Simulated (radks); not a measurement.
Question: The table gives one normalised radial function P(r) = r R(r) of Eu3+ in [Kr] 4d10 4f6 5s1 5p6 6p1 (r in bohr). Calculated with a radial shooting solver on a logarithmic mesh with Libxc functionals: scalar-relativistic Kohn-Sham, PBE, spin-polarised, spherical densities, finite nucleus; open shells are filled with parallel spins first (spin-orbit coupling, left out, can overturn this in heavy ions); Fermi nuclear charge, rms radius 5.1115 fm.

r	P
0.002299	0.0017
0.003116	0.0029
0.004223	0.0049
0.005723	0.0082
0.007757	0.0134
0.01043	0.0213
0.01413	0.0334
0.01915	0.0501
0.02596	0.0706
0.03518	0.0906
0.0473	0.0999
0.06411	0.0838
0.08688	0.0278
0.1177	-0.0612
0.1596	-0.1356
0.2146	-0.1204
0.2908	0.0174
0.3941	0.1812
0.5341	0.1838
0.7238	-0.0392
0.981	-0.2971
1.319	-0.3132
1.787	0.0040
2.422	0.4375
3.283	0.6433
4.45	0.4744
5.982	0.1907
8.108	0.0347
10.99	0.0023

Which n and l does it have? It may be an empty orbital.

Answer: n = 6, l = 1: the number of nodes gives n - l - 1 = 4, the rise at small r (about r^(l+1), flatter next to the nucleus through relativity) gives l, and the extent must fit the shell. The curve is that of 6p up; the table hardly tells the two spins apart. 6p up: eigenvalue -20.104 eV, 4 radial nodes at r = 0.0963, 0.282, 0.694, 1.78 bohr, <r> = 3.53 bohr, 90 % of the charge inside 4.97 bohr.
